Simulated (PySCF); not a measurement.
A PySCF script (with the pyscf-properties extension) for the NMR shieldings of `P[SiH]1CCCC1`, C4H11PSi, on a GFN2-xTB geometry:

```python
import basis_set_exchange as bse
import numpy as np
from pyscf import gto, dft
from pyscf.prop import nmr

atoms = """
P     2.951050    0.020136    0.459575
Si    0.962772    0.710078   -0.334754
C    -0.141747   -0.593837   -1.204574
C    -1.219946   -0.917956   -0.168159
C    -1.579178    0.370210    0.566787
C    -0.285195    0.999296    1.080127
H     2.553880   -1.286509    0.685140
H     3.453143   -0.290547   -0.790307
H     1.185064    1.893267   -1.181034
H    -0.604180   -0.164957   -2.093267
H     0.378292   -1.496935   -1.520313
H    -2.101040   -1.361123   -0.636445
H    -0.826130   -1.637703    0.553343
H    -2.279645    0.174096    1.381083
H    -2.060717    1.056589   -0.132901
H     0.039653    0.492092    1.990337
H    -0.433073    2.045834    1.335451
"""
names = dict.fromkeys(["P", "Si", "C", "H"], "pcSseg-1")
basis = {el: gto.basis.parse(bse.get_basis(n, elements=[el], fmt="nwchem")) for el, n in names.items()}
mol = gto.M(atom=atoms, basis=basis, charge=0, verbose=0)
mf = dft.RKS(mol, xc="PBE0")
mf.grids.level = 2
mf.grids.alignment = dft.numint.BLKSIZE   # the property module wants whole blocks of grid points
mf.conv_tol = 1e-9
mf.kernel()

calc = nmr.RKS(mf)   # GIAO
C = mf.mo_coeff
Co = C[:, mf.mo_occ > 0]
resp = mf.gen_response(singlet=True, hermi=2)
def vind(x):   # induced exchange potential for any number of trial vectors
    d = np.einsum("pi,xij,qj->xpq", C, 2 * x.reshape(-1, C.shape[1], Co.shape[1]), Co, optimize=True)
    return np.einsum("xpq,pi,qj->xij", resp(d - d.transpose(0, 2, 1)), C, Co, optimize=True).ravel()
mo1, _ = nmr.rhf.solve_mo1(calc, with_cphf=vind)
sigma = calc.kernel(mo1)
for i, s in enumerate(sigma):   # ppm
    print("%2d %-2s %9.2f" % (i, mol.atom_pure_symbol(i), np.trace(s) / 3))
```

**Question.** What are the results?

**Answer.** 
```
 0 P     611.17
 1 Si    354.48
 2 C     168.79
 3 C     155.90
 4 C     154.56
 5 C     172.28
 6 H      30.81
 7 H      30.61
 8 H      27.11
 9 H      30.81
10 H      30.85
11 H      29.63
12 H      30.55
13 H      29.59
14 H      30.61
15 H      31.23
16 H      30.48
```

These numbers come from an equivalent density-fitted implementation of the same equations, which agrees with the script to about 0.01 ppm for H and up to a few tenths of a ppm for heavy atoms, so last digits may differ.

**Question.** Turn these shieldings into chemical shifts. δ = σ(ref) − σ, references computed at the same level: 31P (σ = 318.38 ppm) against H3PO4; TMS for 29Si (σ = 349.16 ppm), 13C (σ = 186.93 ppm), 1H (σ = 31.72 ppm).

**Answer.** Averaging equivalent atoms: P 0: -292.8; Si 1: -5.3; C 3/4: 31.7; C 2/5: 16.4; H 8: 4.61; H 12/13: 1.65; H 11/14: 1.60; H 9/16: 1.07; H 6/7: 1.00; H 10/15: 0.68 ppm. Experimental scales use liquid or dissolved standards, which lie at an offset from isolated H3PO4.

Size and cost of the density-fitted run: 171 basis functions, 22 s wall time on 1 thread of an Arm Neoverse V2, shared host.
